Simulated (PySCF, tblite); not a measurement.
Compound: C4H8SSi.
SMILES with atom numbers: `[CH3:1][C:2]#[C:3][SiH2:4][S:5][CH3:6]` (hydrogens: H7, H8, H9 on C1; H10, H11 on Si4; H12, H13, H14 on C6)

Computed with GFN2-xTB (tblite), gas phase: nudged elastic band of 9 images (0 to 8), spring 0.2 eV/Å², climbing image at the end, force threshold 0.05 eV/Å. No saddle search or frequency run followed, so the top image need not be a first-order saddle, and its height can exceed the method's true barrier by a kcal/mol or more.

Path: rotation about Si4–S5 (SiH2 silicon, sulfur bonded to C and Si), followed by the dihedral C3–Si4–S5–C6.

Image 0 (start, dihedral -56°):
```
atom  x, y, z in Å
C1      2.628    1.242    0.435
C2      1.632    0.227    0.187
C3      0.814   -0.638   -0.012
Si4    -0.507   -1.872   -0.366
S5     -2.109   -0.841   -1.377
C6     -2.444    0.470   -0.161
H7      3.570    0.962   -0.038
H8      2.791    1.351    1.507
H9      2.297    2.196    0.027
H10    -1.033   -2.385    0.899
H11    -0.091   -2.890   -1.315
H12    -3.215    1.106   -0.584
H13    -1.538    1.043    0.010
H14    -2.795    0.028    0.767
```

Image 8 (end, +0.002 eV, dihedral 61°):
```
atom  x, y, z in Å
C1      2.628    1.188    0.852
C2      1.621    0.209    0.514
C3      0.792   -0.618    0.226
Si4    -0.530   -1.834   -0.180
S5     -2.438   -0.969    0.335
C6     -2.428    0.490   -0.750
H7      3.193    1.465   -0.038
H8      3.313    0.775    1.593
H9      2.156    2.080    1.266
H10    -0.463   -3.028    0.644
H11    -0.533   -2.077   -1.622
H12    -3.350    1.029   -0.561
H13    -2.388    0.175   -1.789
H14    -1.573    1.115   -0.510
```

Question: What do the inner images look like?

Answer: 
Image 1: +0.008 eV, dihedral -43°
```
atom  x, y, z in Å
C1      2.495    1.253    0.463
C2      1.532    0.209    0.204
C3      0.753   -0.687   -0.009
Si4    -0.532   -1.956   -0.366
S5     -2.206   -0.927   -1.260
C6     -2.280    0.538   -0.186
H7      3.426    1.031   -0.058
H8      2.693    1.321    1.532
H9      2.112    2.211    0.111
H10    -0.977   -2.557    0.892
H11    -0.111   -2.906   -1.381
H12    -3.111    1.143   -0.533
H13    -1.350    1.091   -0.273
H14    -2.444    0.235    0.843
```

Image 2: +0.027 eV, dihedral -29°
```
atom  x, y, z in Å
C1      2.390    1.259    0.496
C2      1.459    0.189    0.227
C3      0.708   -0.727    0.000
Si4    -0.550   -2.022   -0.353
S5     -2.317   -1.006   -1.075
C6     -2.155    0.597   -0.229
H7      3.293    1.117   -0.097
H8      2.656    1.265    1.552
H9      1.944    2.219    0.237
H10    -0.885   -2.720    0.887
H11    -0.146   -2.890   -1.448
H12    -3.019    1.190   -0.507
H13    -1.242    1.081   -0.559
H14    -2.134    0.447    0.846
```

Image 3: +0.044 eV, dihedral -14°
```
atom  x, y, z in Å
C1      2.324    1.259    0.536
C2      1.412    0.175    0.260
C3      0.675   -0.750    0.023
Si4    -0.564   -2.062   -0.332
S5     -2.419   -1.065   -0.836
C6     -2.074    0.636   -0.288
H7      3.183    1.196   -0.131
H8      2.670    1.202    1.568
H9      1.826    2.217    0.383
H10    -0.787   -2.863    0.870
H11    -0.193   -2.834   -1.511
H12    -2.967    1.219   -0.489
H13    -1.234    1.029   -0.850
H14    -1.854    0.641    0.774
```

Image 4 (top): +0.049 eV, dihedral 2°
```
atom  x, y, z in Å
C1      2.300    1.255    0.584
C2      1.393    0.169    0.299
C3      0.660   -0.757    0.056
Si4    -0.572   -2.075   -0.304
S5     -2.491   -1.102   -0.556
C6     -2.043    0.652   -0.362
H7      3.104    1.267   -0.151
H8      2.730    1.131    1.577
H9      1.769    2.207    0.544
H10    -0.691   -2.977    0.836
H11    -0.255   -2.736   -1.566
H12    -2.955    1.226   -0.484
H13    -1.321    0.930   -1.123
H14    -1.628    0.810    0.628
```

Image 5: +0.040 eV, dihedral 18°
```
atom  x, y, z in Å
C1      2.321    1.247    0.641
C2      1.406    0.170    0.347
C3      0.666   -0.748    0.095
Si4    -0.573   -2.057   -0.272
S5     -2.520   -1.110   -0.267
C6     -2.065    0.643   -0.450
H7      3.062    1.329   -0.154
H8      2.832    1.053    1.584
H9      1.779    2.189    0.719
H10    -0.608   -3.054    0.789
H11    -0.335   -2.603   -1.607
H12    -2.990    1.208   -0.491
H13    -1.499    0.785   -1.365
H14    -1.476    0.947    0.409
```

Image 6: +0.021 eV, dihedral 33°
```
atom  x, y, z in Å
C1      2.384    1.234    0.705
C2      1.448    0.179    0.398
C3      0.691   -0.722    0.133
Si4    -0.568   -2.011   -0.241
S5     -2.509   -1.089   -0.009
C6     -2.137    0.611   -0.544
H7      3.063    1.381   -0.134
H8      2.963    0.970    1.589
H9      1.850    2.165    0.897
H10    -0.539   -3.088    0.736
H11    -0.422   -2.446   -1.629
H12    -3.067    1.168   -0.508
H13    -1.745    0.604   -1.556
H14    -1.412    1.043    0.139
```

Image 7: +0.005 eV, dihedral 47°
```
atom  x, y, z in Å
C1      2.484    1.215    0.777
C2      1.519    0.192    0.452
C3      0.736   -0.679    0.166
Si4    -0.554   -1.937   -0.211
S5     -2.472   -1.036    0.206
C6     -2.255    0.559   -0.641
H7      3.109    1.422   -0.091
H8      3.117    0.880    1.598
H9      1.974    2.131    1.075
H10    -0.482   -3.081    0.682
H11    -0.508   -2.270   -1.635
H12    -3.187    1.106   -0.538
H13    -2.037    0.393   -1.692
H14    -1.444    1.105   -0.169
```

The largest changes of bonds and angles from start to top: Si4–S5 2.157 → 2.167 Å, Si4–H11 1.453 → 1.459 Å, Si4–H10 1.463 → 1.459 Å, C3–Si4 1.842 → 1.839 Å, S5–Si4–H11 104.0 → 107.2°, C3–Si4–H11 112.9 → 110.4°, Si4–S5–C6 99.7 → 101.6°. GFN2-xTB torsional profiles can miss by a kcal/mol or more and can put conformers in the wrong order.

Question: What do single points at PBE0/pcSseg-1 (PySCF, no dispersion term) give on some images?

Answer: 
| image | GFN2-xTB E (eV) | DFT E (eV) | HOMO (eV) | LUMO (eV) | dipole (D) |
| --- | --- | --- | --- | --- | --- |
| 0 | 0.000 | 0.000 | -6.69 | -0.24 | 2.91 |
| 2 | 0.027 | 0.055 | -6.64 | -0.25 | 3.20 |
| 4 | 0.049 | 0.102 | -6.59 | -0.25 | 3.33 |
| 6 | 0.021 | 0.041 | -6.65 | -0.25 | 3.15 |
| 8 | 0.002 | -0.005 | -6.70 | -0.24 | 2.86 |

Energies count from image 0 at each level. At the GFN2-xTB top the DFT energy is 2.4 kcal/mol against 1.1; the geometries weren't optimised at the DFT level.

What follows is the cost of the whole band run. The run took 5.9 s on one thread of an Arm Neoverse N1, shared host, and the process peaked at 0.18 GiB of memory.
